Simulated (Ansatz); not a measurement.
`OB(O)O` + `N[SiH3]` → `O[B-](O)(O)[NH2+][SiH3]`  (adduct formation)

Computed with Ansatz on PBE0-D4/def2-TZVP structures; ΔE is electronic, products minus reactants. CCSD(T)/CBS adds triple-zeta CCSD(T) − MP2 to the extrapolated MP2 energy (def2 sets, frozen cores). This one scheme is used for every species. DFT in def2-TZVPP. Each species was taken in one conformer, which may not be the lowest.

| species | B2PLYP energy (Eh) |
| --- | --- |
| `OB(O)O` | -252.44593 |
| `N[SiH3]` | -347.13338 |
| `O[B-](O)(O)[NH2+][SiH3]` | -599.56384 |

Problem. Work out ΔE.

Solution. ΔE = (-599.56384) − (-252.44593) − (-347.13338) = 0.01547 Eh = +9.7 kcal/mol. CCSD(T)/CBS gives +5.7 kcal/mol.

Largest T1 diagnostic among the species: 0.012.

The D4 term adds −5.1 kcal/mol with B3LYP and −2.8 kcal/mol with PBE0; it sums over pairs of atoms, weighted by their polarisabilities, and B3LYP, whose exchange is more repulsive, gets the larger term. In def2-TZVPP, CCSD(T) changes the Hartree–Fock value by −14.1 kcal/mol (the triples alone add −1.9 kcal/mol) and MP2 by −14.6 kcal/mol.

B3LYP here is the variant with VWN-RPA as its local correlation; programs differ in this.
